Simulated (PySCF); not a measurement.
GeH6Si, SMILES [GeH3][SiH3].

Geometry optimised at PBE0-D3(BJ)/def2-TZVP.

Computed with PySCF 2.14.0 with TDDFT-PBE/def2-SVPD.

Vertical excitations; the highest root listed may be one member of a degenerate set.  State labels are in the subgroup Cs.

Computed lowest excited states:
```json
[
 {"state": "S1", "symmetry": "A'", "energy (eV)": "6.83", "λ (nm)": "182", "f": "0.085", "main pairs": "HOMO→LUMO 75 %, HOMO→LUMO+3 22 %"},
 {"state": "S2", "symmetry": "A'", "energy (eV)": "7.23", "λ (nm)": "171", "f": "0.304", "main pairs": "HOMO→LUMO+3 72 %, HOMO→LUMO 17 %"},
 {"state": "S3", "symmetry": "A'", "energy (eV)": "7.26", "λ (nm)": "171", "f": "0.018", "main pairs": "HOMO→LUMO+2 (degenerate set)"},
 {"state": "S4", "symmetry": "A\"", "energy (eV)": "7.26", "λ (nm)": "171", "f": "0.018", "main pairs": "HOMO→LUMO+1 (degenerate set)"},
 {"state": "S5", "symmetry": "A\"", "energy (eV)": "7.59", "λ (nm)": "163", "f": "0.021", "main pairs": "HOMO−1→LUMO (degenerate set)"},
 {"state": "S6", "symmetry": "A'", "energy (eV)": "7.59", "λ (nm)": "163", "f": "0.021", "main pairs": "HOMO−2→LUMO (degenerate set)"},
 {"state": "S7", "symmetry": "A'", "energy (eV)": "7.74", "λ (nm)": "160", "f": "0.000", "main pairs": "HOMO→LUMO+4 (degenerate set)"},
 {"state": "S8", "symmetry": "A\"", "energy (eV)": "7.74", "λ (nm)": "160", "f": "0.000", "main pairs": "HOMO→LUMO+5 (degenerate set)"},
 {"state": "S9", "symmetry": "A\"", "energy (eV)": "7.83", "λ (nm)": "158", "f": "0.000", "main pairs": "HOMO−2→LUMO+1 50 %, HOMO−1→LUMO+2 50 %"},
 {"state": "S10", "symmetry": "A\"", "energy (eV)": "7.92", "λ (nm)": "156", "f": "0.002", "main pairs": "HOMO−1→LUMO+3 94 %"},
 {"state": "T1", "symmetry": "A'", "energy (eV)": "6.25", "λ (nm)": "198", "f": "0", "main pairs": "HOMO→LUMO 96 %"},
 {"state": "T2", "symmetry": "A'", "energy (eV)": "6.44", "λ (nm)": "193", "f": "0", "main pairs": "HOMO→LUMO+2 (degenerate set)"},
 {"state": "T3", "symmetry": "A\"", "energy (eV)": "6.44", "λ (nm)": "193", "f": "0", "main pairs": "HOMO→LUMO+1 (degenerate set)"},
 {"state": "T4", "symmetry": "A'", "energy (eV)": "6.70", "λ (nm)": "185", "f": "0", "main pairs": "HOMO→LUMO+3 95 %"}
]
```
Triplets are in the Tamm–Dancoff approximation, which puts them higher than full response would, so one can lie above its singlet here.
